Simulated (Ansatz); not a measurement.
Basis-set series for ClF2HSeZr, SMILES `[F][Zr]([F])([Cl])[SeH]`. Charge 0, multiplicity 1. Zr: def2 effective core potential. The structure was optimised at the PBE0-D4/def2-TZVP level. It is one conformer, not always the lowest.

```csv
functional,basis,functions,energy (Eh),HOMO (eV),LUMO (eV)
PBE0-D4,def2-SVP,114,-3108.16676,-7.74,-2.13
PBE0-D4,def2-QZVPP,384,-3108.95506,-7.78,-2.14
ωB97M-V,def2-SVP,114,-3108.50938,-9.79,0.04
ωB97M-V,def2-QZVPP,384,-3109.29625,-9.86,-0.04
```

(1) Give the rows for def2-TZVPP. (Best estimate.)

## Answers

(1) Computed: 
```tsv
functional	basis	functions	energy (Eh)	HOMO (eV)	LUMO (eV)
PBE0-D4	def2-TZVPP	222	-3108.87710	-7.78	-2.15
ωB97M-V	def2-TZVPP	222	-3109.22143	-9.85	-0.03
```

Scalar relativity is left out up to krypton.
